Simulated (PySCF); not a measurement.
These compounds are isomers of formula C5H14OSi3.

A. `OCCC1=C(C[SiH3])[SiH2][SiH2]1`
B. SMILES C[C@@H]1[SiH2]C[C@H]2[SiH2]O[SiH2][C@@H]12
C. SMILES [SiH3][C@@H]1CC[C@@H]2[SiH2]O[SiH2][C@H]12

Spectrum 1. $^{13}$C{$^{1}$H} NMR (computed): δ 44.1 (CH), 34.0 (CH), 23.3 (CH), 20.0 (CH3), 9.6 (CH2).

Spectrum 2. $^{13}$C{$^{1}$H} NMR (computed): δ 175.4 (C), 168.1 (C), 63.5 (CH2), 41.1 (CH2), 19.8 (CH2).

Spectrum 3. $^{13}$C{$^{1}$H} NMR (computed): δ 39.9 (CH), 34.4 (CH), 33.6 (CH2), 32.1 (CH2), 27.3 (CH).

- GFN2-xTB geometry
- PBE0/pcSseg-1 with gauge-including orbitals
- code: PySCF 2.14
- one computed conformer, one averaged value for each set of equivalent atoms, gas phase, no relativistic terms

Shifts are taken against calculated references (same method and geometry level): $^{13}$C (σref 186.93) against TMS. Shifts are as computed. Against solution values, carbons near 30 ppm lie about +3 ppm off and those near 130 ppm about +5 ppm. Of 1211 compounds with measured shifts, 218 miss one by over three times the rms of a fit or turn the order of signals round; such compounds aren't used in these exercises.

Task: Which spectrum belongs to which compound?

Result: 1–B, 2–A, 3–C.

- Spectrum 1 (B): 5 $^{13}$C signals; δC 20.0 is a methyl carbon; δC 9.6 is an sp3 CH2 bonded to Si.
- Spectrum 2 (A): 5 $^{13}$C signals; δC 63.5 is an sp3 CH2 bonded to O; δC 41.1 is an allylic sp3 CH2.
- Spectrum 3 (C): 5 $^{13}$C signals; δC 33.6 is an sp3 CH2 in a ring; δC 32.1 is an sp3 CH2 in a ring.
